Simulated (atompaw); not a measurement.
# Scattering properties, PAW (atompaw) potential for Be

atompaw 4.2.0.5 input, output lines left out:

```
Be 4
LDA-PW scalarrelativistic loggrid 1500 logderivrange -11 5 401
2 2 0 0 0 0
2 0 1
2 1 0
0 0 0
v
v
v
2
3.00 2.90 2.50 2.40
n
y
1.7
n
y
0.35
y
2.1
n
custom rrkj vanderbiltortho besselshape
bessel
0.55
3.00
3.00
3.00
3.00
3.00
```

The phase is arctan(r·u′/u) with u = r·R(r), unwrapped; energies in Ry, scanned from -11 to 5 Ry. A pole is an energy at which the radial function vanishes at the test radius. The pseudo phase is shifted by a multiple of π to meet the all-electron one at the reference energy, and phase errors are pseudo minus all-electron; the curves can meet again beyond the range given. Levels narrower than the energy grid can be missing from the lists of poles.

Q: For each channel, where are the poles, and over which energies does the pseudopotential scatter like the atom?

A:

```csv
channel,radius (bohr),reference energy (Ry),"poles, all-electron","poles, pseudo",unbroken range about the reference energy with phases within 0.05 rad,phase error 1 Ry above the reference energy (rad)
s,3.01,-1.00,"-0.48, 3.92",-0.47,below 0.4,+0.016
p,3.01,-0.72,"-0.25, 3.32","-0.23, 3.64",below 1.0,+0.018
d,3.01,0.35,1.75,1.75,the whole range,+0.000
```

Phases in the s channel:

| E (Ry) | all-electron | pseudo |
| --- | --- | --- |
| -11.00 | 1.466 | 1.464 |
| -10.76 | 1.464 | 1.463 |
| -10.52 | 1.463 | 1.461 |
| -10.28 | 1.462 | 1.460 |
| -10.04 | 1.460 | 1.458 |
| -9.80 | 1.459 | 1.457 |
| -9.56 | 1.457 | 1.455 |
| -9.32 | 1.456 | 1.454 |
| -9.08 | 1.454 | 1.452 |
| -8.84 | 1.452 | 1.450 |
| -8.60 | 1.450 | 1.448 |
| -8.36 | 1.448 | 1.446 |
| -8.12 | 1.446 | 1.444 |
| -7.88 | 1.444 | 1.442 |
| -7.64 | 1.442 | 1.439 |
| -7.40 | 1.439 | 1.437 |
| -7.16 | 1.437 | 1.434 |
| -6.92 | 1.434 | 1.431 |
| -6.68 | 1.431 | 1.428 |
| -6.44 | 1.428 | 1.425 |
| -6.20 | 1.424 | 1.422 |
| -5.96 | 1.421 | 1.418 |
| -5.72 | 1.417 | 1.414 |
| -5.48 | 1.413 | 1.410 |
| -5.24 | 1.408 | 1.405 |
| -5.00 | 1.403 | 1.400 |
| -4.76 | 1.398 | 1.394 |
| -4.52 | 1.392 | 1.388 |
| -4.28 | 1.385 | 1.381 |
| -4.04 | 1.377 | 1.373 |
| -3.80 | 1.368 | 1.365 |
| -3.56 | 1.358 | 1.354 |
| -3.32 | 1.346 | 1.342 |
| -3.08 | 1.332 | 1.328 |
| -2.84 | 1.315 | 1.310 |
| -2.60 | 1.292 | 1.288 |
| -2.36 | 1.263 | 1.259 |
| -2.12 | 1.221 | 1.217 |
| -1.88 | 1.155 | 1.151 |
| -1.64 | 1.035 | 1.031 |
| -1.40 | 0.738 | 0.735 |
| -1.16 | -0.241 | -0.241 |
| -0.92 | -1.173 | -1.173 |
| -0.68 | -1.460 | -1.458 |
| -0.44 | -1.587 | -1.582 |
| -0.20 | -1.667 | -1.658 |
| 0.04 | -1.733 | -1.715 |
| 0.28 | -1.799 | -1.767 |
| 0.52 | -1.878 | -1.820 |
| 0.76 | -1.990 | -1.880 |
| 1.00 | -2.179 | -1.957 |
| 1.24 | -2.564 | -2.062 |
| 1.48 | -3.296 | -2.223 |
| 1.72 | -3.942 | -2.488 |
| 1.96 | -4.252 | -2.926 |
| 2.20 | -4.408 | -3.470 |
| 2.44 | -4.499 | -3.889 |
| 2.68 | -4.560 | -4.138 |
| 2.92 | -4.603 | -4.288 |
| 3.16 | -4.637 | -4.385 |
| 3.40 | -4.665 | -4.452 |
| 3.64 | -4.688 | -4.501 |
| 3.88 | -4.710 | -4.538 |
| 4.12 | -4.729 | -4.568 |
| 4.36 | -4.748 | -4.593 |
| 4.60 | -4.766 | -4.614 |
| 4.84 | -4.786 | -4.632 |
